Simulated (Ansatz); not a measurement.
Program: Ansatz. Geometries: PBE0-D4/def2-TZVP. ΔE: electronic, gas phase. CBS: MP2 limit from def2 TZ/QZ plus the TZ coupled-cluster correction, frozen cores. This one scheme is used for every species, atoms too. DFT in def2-TZVPP. B3LYP here is the variant with VWN-RPA as its local correlation; programs differ in this. No spin–orbit coupling; open shells (•) take unrestricted orbitals. Spin–orbit coupling would lower the free atoms: a little for B, C, Cl.

Reaction (atomization): `B/C(C)=C/Cl` → B• + 3 C• + Cl• + 6 H•

```tsv
level	ΔE (kcal/mol)	difference from CCSD(T)/CBS
r2SCAN-D4	1026.8	11.5
PBE0-D4	1030.6	15.3
B3LYP-D4	1021.6	6.3
B2PLYP	1010.9	-4.4
PBE	1040.8	25.5
PBE0	1026.0	10.7
MP2/def2-TZVPP	1011.9	-3.4
SCS-MP2/def2-TZVPP	1003.9	-11.4
SCS-MP2/def2-QZVPP	1018.5	3.2
HF/CBS(def2)	770.1	-245.2
CCSD(T)/CBS	1015.3	0
```

Largest T1 diagnostic among the species: 0.014.

In def2-TZVPP, CCSD(T) changes the Hartree–Fock value by +223.7 kcal/mol (the triples alone add +15.6 kcal/mol) and MP2 by +242.8 kcal/mol; breaking electron pairs costs correlation energy, which Hartree–Fock lacks. The D4 term adds +8.7 kcal/mol with B3LYP and +4.6 kcal/mol with PBE0; it sums over pairs of atoms, weighted by their polarisabilities, and B3LYP, whose exchange is more repulsive, gets the larger term.

For atomizations the MP2-based limit and the directly extrapolated one differ by several kJ/mol either way, and by 10 to 25 for some Ge, Se and Sn compounds, so smaller differences from it don't rank the levels.
